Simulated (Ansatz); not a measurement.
Abridged output of a molecular run in Ansatz:

```
Functional definition: HF
877 factors; integrals over basis functions are off by at most 1.3e-3 eV
mean field evaluation 1: about -22495.7432 eV, gradient 2.8e1 eV
mean field evaluation 2: about -22495.7454 eV, gradient 2.8e1 eV
mean field evaluation 4: about -22498.0417 eV, gradient 2.8e0 eV
mean field evaluation 8: about -22498.0709 eV, gradient 7.5e-5 eV
mean field -22498.07094993 eV, -826.7888576697 hartree, gradient 1.1e-6 eV, S^2 0.000000; 0 other end points of the search recorded, 0 dependent functions left out
12 core orbitals not correlated: weight in the atoms' cores, before any rotation towards them, 1.000 or more for the frozen orbitals, at most 0.000 for the correlated occupied ones
reference -22498.07094993 eV, -826.7888576697 hartree; 12, 12 occupied and 65, 65 virtual orbitals, 877 factors
second order -13.79735967 eV of doubles, -0.00000000 eV of singles
cycle   1  -14.66862684 eV  change   -8.7e-1 eV  update   7.8e-2
cycle   2  -15.04461108 eV  change   -3.8e-1 eV  update   2.3e-2
cycle   3  -15.09593624 eV  change   -5.1e-2 eV  update   8.5e-3
cycle   4  -15.09472117 eV  change    1.2e-3 eV  update   2.3e-3
cycle   5  -15.09467211 eV  change    4.9e-5 eV  update   7.2e-4
cycle   6  -15.09459339 eV  change    7.9e-5 eV  update   2.4e-4
cycle   7  -15.09456690 eV  change    2.6e-5 eV  update   7.1e-5
cycle   8  -15.09457756 eV  change   -1.1e-5 eV  update   2.6e-5
perturbative correction -0.44746255 eV, -0.0164439455 hartree
Total energy: -22513.61299004 eV, -827.3600171089 hartree
```

Its atoms:

Cartesian coordinates in Å:
```
Cl -1.7305 -1.4620 1.5049
Si -0.5831 -0.8675 -0.0779
C 0.9628 0.0599 0.2285
C -0.2301 0.9107 -0.3171
H -0.7305 -1.7994 -1.2095
H 1.2608 0.2738 1.2500
H 1.8116 -0.0616 -0.4373
H -0.6452 1.6338 0.3777
H -0.1159 1.3124 -1.3192
```

Q: Which basis set was used?
A. def2-TZVPPD
B. def2-SVP
C. def2-SVPD
D. def2-QZVPP

A: B. It gives 89 functions.

Q: Write the keys of the input that set method, charge and spin (a neutral closed shell needs none for the last two).

A: 
```yaml
correlation: {method: ccsd_t}
```
